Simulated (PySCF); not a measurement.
sulfuric acid (H₂O₄S), SMILES S(=O)(=O)(O)O.

Geometry optimised at B3LYP-D3(BJ)/def2-SVP. The values are those of a single conformer.

All values below come from B3LYP-D3(BJ)/def2-SVP in PySCF.

Frequencies are harmonic and unscaled.

```json
[
 {"mode": "1", "ν (cm⁻¹)": "242", "IR (km/mol)": "92.4", "moving atoms (share of kinetic energy)": "H 72 %, O 27 %"},
 {"mode": "2", "ν (cm⁻¹)": "314", "IR (km/mol)": "60.4", "moving atoms (share of kinetic energy)": "H 89 %, O 10 %"},
 {"mode": "3", "ν (cm⁻¹)": "355", "IR (km/mol)": "4.4", "moving atoms (share of kinetic energy)": "O 97 %"},
 {"mode": "4", "ν (cm⁻¹)": "420", "IR (km/mol)": "21.8", "moving atoms (share of kinetic energy)": "O 68 %, H 32 %"},
 {"mode": "5", "ν (cm⁻¹)": "470", "IR (km/mol)": "53.4", "moving atoms (share of kinetic energy)": "O 65 %, S 18 %, H 17 %"},
 {"mode": "6", "ν (cm⁻¹)": "515", "IR (km/mol)": "56.4", "moving atoms (share of kinetic energy)": "O 81 %, S 18 %"},
 {"mode": "7", "ν (cm⁻¹)": "521", "IR (km/mol)": "28.7", "moving atoms (share of kinetic energy)": "O 83 %, S 16 %"},
 {"mode": "8", "ν (cm⁻¹)": "795", "IR (km/mol)": "115.0", "moving atoms (share of kinetic energy)": "O 80 %, S 19 %"},
 {"mode": "9", "ν (cm⁻¹)": "854", "IR (km/mol)": "352.6", "moving atoms (share of kinetic energy)": "S 50 %, O 49 %"},
 {"mode": "10", "ν (cm⁻¹)": "1129", "IR (km/mol)": "73.5", "moving atoms (share of kinetic energy)": "H 90 %, O 10 %"},
 {"mode": "11", "ν (cm⁻¹)": "1143", "IR (km/mol)": "87.2", "moving atoms (share of kinetic energy)": "H 77 %, O 22 %"},
 {"mode": "12", "ν (cm⁻¹)": "1192", "IR (km/mol)": "179.4", "moving atoms (share of kinetic energy)": "O 71 %, S 28 %"},
 {"mode": "13", "ν (cm⁻¹)": "1441", "IR (km/mol)": "267.0", "moving atoms (share of kinetic energy)": "S 48 %, O 46 %"},
 {"mode": "14", "ν (cm⁻¹)": "3754", "IR (km/mol)": "214.0", "moving atoms (share of kinetic energy)": "H 94 %"},
 {"mode": "15", "ν (cm⁻¹)": "3759", "IR (km/mol)": "50.9", "moving atoms (share of kinetic energy)": "H 94 %"}
]
```
